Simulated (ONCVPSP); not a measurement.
## Scattering properties, ONCV potential for nickel (Ni)

nickel, optimised norm-conserving Vanderbilt (ONCV), made with ONCVPSP 4.0.1 (PBEsol, scalar-relativistic). Core [Ne], reference 3s2 3p6 3d8 4s2. Waves: 3s+4s: rc 1.10 bohr, ncon 5, nbas 8, qcut 12.7 1/bohr, 3 projectors, debl 1.9 Ha; 3p: rc 1.20 bohr, ncon 4, nbas 8, qcut 13 1/bohr, 3 projectors, debl 1 Ha; 3d: rc 1.30 bohr, ncon 3, nbas 7, qcut 11.1 1/bohr, 3 projectors, debl 3.9 Ha. Local part: polynomial inside 0.70 bohr (lpopt 5, dvloc0 -1 Ha). Core correction: Teter function, fcfact 1.75, rcfact 1.34.

In the p channel the program set the typed energies aside and used -2.619, 0.250, 1.250 Ha.

The phase is arctan(r·R′/R) of the radial function R(r), unwrapped; energies in Ha, scanned from -6 to 5 Ha. A pole is an energy at which the radial function vanishes at the test radius. The pseudo phase is shifted by a multiple of π to meet the all-electron one at the reference energy, and phase errors are pseudo minus all-electron; the curves can meet again beyond the range given. Levels narrower than the energy grid can be missing from the lists of poles.

Task: For each channel, where are the poles, and over which energies does the pseudopotential scatter like the atom?

Result:

```tsv
channel	radius (bohr)	reference energy (Ha)	poles, all-electron	poles, pseudo	unbroken range about the reference energy with phases within 0.05 rad	phase error 1 Ha above the reference energy (rad)
s	1.12	-0.21	-2.70	-2.70	the whole range	+0.000
p	1.22	-2.62	-1.67	-1.67	the whole range	+0.000
d	1.32	-0.33	0.52	0.52	the whole range	-0.000
```

Phases in the d channel:

| E (Ha) | all-electron | pseudo |
| --- | --- | --- |
| -5.96 | 1.289 | 1.289 |
| -5.40 | 1.270 | 1.270 |
| -4.84 | 1.246 | 1.246 |
| -4.28 | 1.216 | 1.216 |
| -3.72 | 1.177 | 1.177 |
| -3.16 | 1.122 | 1.121 |
| -2.60 | 1.037 | 1.036 |
| -2.04 | 0.888 | 0.887 |
| -1.48 | 0.559 | 0.558 |
| -0.92 | -0.262 | -0.263 |
| -0.36 | -1.105 | -1.105 |
| 0.20 | -1.457 | -1.457 |
| 0.76 | -1.638 | -1.638 |
| 1.32 | -1.770 | -1.770 |
| 1.88 | -1.904 | -1.904 |
| 2.44 | -2.077 | -2.077 |
| 3.00 | -2.358 | -2.359 |
| 3.56 | -2.864 | -2.864 |
| 4.12 | -3.528 | -3.528 |
| 4.68 | -3.987 | -3.987 |
